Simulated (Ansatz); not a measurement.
Computed with Ansatz (a first-principles code) with frozen-core CCSD(T)/cc-pVTZ // PBE0-D4/def2-TZVP.

Ansatz 0.2 input:
```yaml
crystal:
  periodic: [false, false, false]
  atoms:
    - { symbol: Br, position_ang: [1.850561, -0.414681, 0.001881] }
    - { symbol: B, position_ang: [0.000009, -0.000007, 0.00004] }
    - { symbol: Br, position_ang: [-0.566151, 1.80994, 0.000097] }
    - { symbol: Br, position_ang: [-1.284419, -1.39525, -0.002018] }
basis:
  gaussian: { orbitals: cc-pVTZ }
correlation:
  method: ccsd_t
```

Output:

```
Functional definition: HF
1036 factors; integrals over basis functions are off by at most 4.5e-4 eV
mean field evaluation 1: about -210674.0760 eV, gradient 1.9e1 eV
mean field evaluation 2: about -210674.1814 eV, gradient 1.9e1 eV
mean field evaluation 4: about -210675.4878 eV, gradient 2.2e0 eV
mean field evaluation 8: about -210675.5201 eV, gradient 8.7e-2 eV
mean field evaluation 16: about -210674.8936 eV, gradient 1.3e1 eV
mean field -210675.52021329 eV, -7742.1825668419 hartree, gradient 1.7e-6 eV, S^2 0.000000; 0 other end points of the search recorded, 0 dependent functions left out
28 core orbitals not correlated
reference -210675.52021329 eV, -7742.1825668419 hartree; 27, 27 occupied and 104, 104 virtual orbitals, 1036 factors
second order -21.02569811 eV of doubles, -0.00000000 eV of singles
cycle   1  -21.04765079 eV  change   -2.2e-2 eV  update   1.0e-1
cycle   2  -21.53665042 eV  change   -4.9e-1 eV  update   2.9e-2
cycle   3  -21.63427498 eV  change   -9.8e-2 eV  update   1.5e-2
cycle   4  -21.61466338 eV  change    2.0e-2 eV  update   4.7e-3
cycle   5  -21.61443802 eV  change    2.3e-4 eV  update   2.0e-3
cycle   6  -21.61439373 eV  change    4.4e-5 eV  update   4.2e-4
cycle   7  -21.61421866 eV  change    1.8e-4 eV  update   1.1e-4
cycle   8  -21.61426632 eV  change   -4.8e-5 eV  update   2.6e-5
perturbative correction -0.93551636 eV, -0.0343795921 hartree
Total energy: -210698.06999597 eV, -7743.0112560704 hartree
```

Cost: about 2.3 core-minutes (a rough figure).
